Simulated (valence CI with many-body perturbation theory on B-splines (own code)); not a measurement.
Values are calculated unless marked as measured or tabulated.
# Eu⁵⁷⁺: input, log and results

Level of theory: valence CI with perturbative core correlation (CI+MBPT): four valence electrons over a frozen Dirac-Fock core [He], a basis of 6 s, 6 p, 5 d, 3 f, 1 g functions for each j, with the two-electron term Σ2, the three-electron term Σ3, Breit, model QED; selected single and double excitations, second order for the rest, scaled by the run's own slope (own B-spline code, finite nucleus).

Command, and the settings that its task file holds:

```sh
python run_cv.py task.json out
```

```
atom Eu  Z=63  mass_number=153  rms_radius_fm=5.1115
core [He]
valence 2s2 2p2
avg = 1
basis = S
breit = 1
cap = 10000
capref = 1200
cscale = 1
de = 0.0
dress = 0
eps = 2e-08
extrap = 1
h = 0.27
hh = 1
l2 = 3
lcore = 6
maxit = 60
n2 = 5
natural = 1
nlev = 20
nno = [3, 3, 3, 2, 1]
nroot = 26
nsp = [3, 3, 2, 1, 0]
pt2 = 1
qed = 1
rpa = 1
s1 = 0
s2 = 1
s3 = 1
screen = 1
tol = 2e-05
whole = 1
```

It took 5 s on 1 thread of AMD EPYC 9R45 96-Core Processor (Zen 5), with other jobs on the host.

Log. The first blocks belong to the next ion, which gives the ionisation energy. Fields: 2J, parity (1 odd), roots, reference size, generating configurations, candidates as configurations/state functions, variational space P, stored matrix elements, Davidson steps; e2 is the range of second-order energies in hartree. The first line gives the box (bohr), its intervals, the orbitals and the steps of their self-consistent field. Window is the range of levels sought, series limit the energy at which the first omitted orbital would enter, core excitation an estimate of the first excitation out of the core, left out the lowest levels not solved, and shifts from estimates the range by which levels moved from their first estimate, all in cm⁻¹.

```
rmax 1.0 intervals 53 orbitals 36 references ['2s2 2p2', '2s 2p3', '2p4'] scf 2 t 0.2
2J=1 par=1 roots 2 ref 40 generators 2 cand 653/925 P 536/801 nnz 0 it 0
2J=1 par=1 roots 2 ref 40 generators 2 cand 149/164 P 566/841 nnz 0 it 0
   second order: generators 2 cand 119/124 e2 -0.00000 -0.00000
reference levels 448, estimated 266, window 57741249 1/cm; series limit 78815930, core excitation 335389346
2J=0 par=0 roots 7 ref 28 generators 10 cand 1485/2237 P 2380/3537 nnz 9.2e+05 it 4
2J=0 par=0 roots 7 ref 28 generators 14 cand 1968/3468 P 2695/4043 nnz 1.2e+06 it 4
   second order: generators 18 cand 2175/3608 e2 -0.00001 -0.00000
2J=2 par=0 roots 6 ref 58 generators 10 cand 3523/12268 P 1287/3802 nnz 1.4e+06 it 4
2J=2 par=0 roots 6 ref 58 generators 15 cand 3773/14388 P 2713/8846 nnz 6.1e+06 it 5
   second order: generators 16 cand 2347/9344 e2 -0.00002 -0.00000
2J=4 par=0 roots 6 ref 64 generators 9 cand 3022/14776 P 1274/4102 nnz 1.8e+06 it 4
2J=4 par=0 roots 6 ref 64 generators 14 cand 4090/20182 P 2551/9717 nnz 8e+06 it 5
   second order: generators 14 cand 2813/14567 e2 -0.00004 -0.00000
2J=4 par=1 roots 6 ref 67 generators 8 cand 3047/15072 P 1189/4108 nnz 1.8e+06 it 5
2J=4 par=1 roots 6 ref 67 generators 10 cand 3751/17738 P 2372/9278 nnz 7.7e+06 it 7
   second order: generators 12 cand 2775/14362 e2 -0.00003 -0.00000
2J=2 par=1 roots 7 ref 62 generators 10 cand 3275/10796 P 1428/4102 nnz 1.6e+06 it 5
2J=2 par=1 roots 7 ref 62 generators 13 cand 3088/11042 P 2641/8200 nnz 5.3e+06 it 5
   second order: generators 16 cand 2286/9226 e2 -0.00002 -0.00000
2J=6 par=1 roots 2 ref 47 generators 3 cand 1707/8990 P 1028/3565 nnz 1.5e+06 it 4
2J=6 par=1 roots 2 ref 47 generators 5 cand 2594/15139 P 1759/6876 nnz 5.1e+06 it 5
   second order: generators 6 cand 1863/11828 e2 -0.00003 -0.00000
2J=0 par=1 roots 4 ref 24 generators 8 cand 2011/3154 P 2313/3531 nnz 9.2e+05 it 4
2J=0 par=1 roots 4 ref 24 generators 10 cand 1453/2335 P 2617/4029 nnz 1.2e+06 it 4
   second order: generators 10 cand 1149/1837 e2 -0.00001 -0.00000
2J=6 par=0 roots 1 ref 41 generators 2 cand 1481/8299 P 982/3551 nnz 1.5e+06 it 5
2J=6 par=0 roots 1 ref 41 generators 6 cand 3197/17251 P 1445/5614 nnz 3.5e+06 it 5
   second order: generators 6 cand 2734/15188 e2 -0.00003 -0.00003
left out: unestimated 83852878, estimated 61787521, shifts from estimates 0 to 111
operators 0.1
```

The Davidson iterations converged. The settings are bad on purpose, so the numbers may not be properties of the ion.

No measured spectrum was set against this ion. As an estimate, large intervals hold to a few tenths of a per cent, small ones and those within an open d or f shell to about a per cent.

| Item | Value |
| --- | --- |
| Valence energy | -1946.776 hartree |
| Ionisation energy | 12720 eV (NIST: 12718 ± 6 eV (theoretical)) |
| Reference configurations for the orbitals | 2s2 2p2, 2s 2p3, 2p4 |
| Radial orbitals | 36 |
| Box radius | 1.006 bohr |
| Largest variational space | 9717 |
| Lowest levels | (2s^2 2p1/2^2) J=0 0.00, (2s^2 2p1/2 2p3/2) J=1 5426.1, (2s^2 2p1/2 2p3/2) J=2 5565.9, (2s 2p1/2^2 2p3/2) J=2 7316.9, (2s 2p1/2^2 2p3/2) J=1 7900.0, (2s^2 2p3/2^2) J=2 11126, (2s^2 2p3/2^2) J=0 11530, (2s 2p1/2 2p3/2^2) J=2 [a] 12561, (2s 2p1/2 2p3/2^2) J=3 12885, (2s 2p1/2 2p3/2^2) J=0 13268, (2s 2p1/2 2p3/2^2) J=1 [a] 13417, (2s 2p1/2 2p3/2^2) J=2 [b] 13498, (2s 2p1/2 2p3/2^2) J=1 [b] 13526, (2p1/2^2 2p3/2^2) J=2 15508 × 10³ cm⁻¹ |

Levels are named by their leading jj configuration (3d3/2^4 stands for four electrons in 3d with j = 3/2), which in mixed levels can hold well under half, so a name can repeat and another be missing. Letters in brackets count levels of one name in rising energy.
